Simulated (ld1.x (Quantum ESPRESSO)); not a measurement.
## Configuration tests for bromine (PAW)

ld1.x (Quantum ESPRESSO) 7.5 input, shortened:

```
&input
   title='Br', zed=35., rel=1, dft='PBESOL', iswitch=3,
   config='[Ar] 3d10 4s1.5 4p5.5'
 /
 &inputp
   pseudotype=3, lpaw=.true., tm=.true., lloc=-1, rcloc=1.25,
   nlcc=.true., new_core_ps=.true., rcore=1.20,
   which_augfun='PSQ', rmatch_augfun=1.25
 /
4
4S  1  0   1.50   0.00  1.15  1.40  0.0
4S  1  0   0.00   1.00  1.15  1.40  0.0
4P  2  1   5.50   0.00  1.30  1.60  0.0
4P  2  1   0.00   1.55  1.30  1.60  0.0
 &test
   configts(1)='4s1.5 4p5.5'
 /
```

Energies are relative to the spin-unpolarised reference configuration 4s1.5 4p5.5; without spin polarisation the order of configurations can differ from experiment.

```
valence configuration  charge  ΔE all-electron (eV)  error AE − PS (meV)
              4s2 4p5       0                -6.164                 -0.4
              4s2 4p4      +1                 6.390                 -2.2
              4s2 4p3      +2                29.161                  -16
            4s2 4p4.5    +0.5                -1.090                 -0.7
              4s2 4p2      +3                63.170                  -66
              4s2 4p1      +4               109.235                 -190
              4s1 4p6       0                 6.212                 -1.4
```

Levels in the configuration 4s2 4p1:

| level | all-electron (eV) | pseudo (eV) |
| --- | --- | --- |
| 4s | -67.365 | -67.588 |
| 4p | -52.332 | -52.504 |
